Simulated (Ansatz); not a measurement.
CH$_{5}$GeO, SMILES `[CH3][GeH2][O]` radical, relaxed with UKS PBE-D4/def2-SVP in the Gaussian-basis code of Ansatz from a rough embedded geometry. The force threshold is 0.03 eV/Å; the program also tests the step.

The species carries charge 0 and has multiplicity 2.

Start:

```xyz
8

C    -0.284   -0.706    0.621
Ge    0.218    0.622   -0.609
O     1.819    1.230   -0.171
H    -0.335   -0.265    1.704
H     0.432   -1.581    0.618
H    -1.295   -1.160    0.400
H    -0.817    1.799   -0.553
H     0.264    0.062   -2.011
```

```
        step  energy (eV)  largest force (eV/Å)  largest move (Å)
           1  -59659.8352                 2.990             0.000
           2  -59660.0187                 1.145             0.078
           3  -59660.0484                 0.155             0.029
4 (rejected)  -59660.0470                 0.259             0.071
           5  -59660.0547                 0.047             0.035
           6  -59660.0554                 0.039             0.032
           7  -59660.0557                 0.004             0.008
```

End:

```xyz
8

C    -0.284   -0.737    0.673
Ge    0.188    0.659   -0.650
O     1.811    1.180   -0.094
H    -0.309   -0.296    1.686
H     0.461   -1.553    0.634
H    -1.286   -1.129    0.407
H    -0.834    1.832   -0.577
H     0.252    0.045   -2.079
```

Run time 41 s (2 threads of an AMD EPYC 7R13 on a shared host); peak host memory 0.25 GiB.
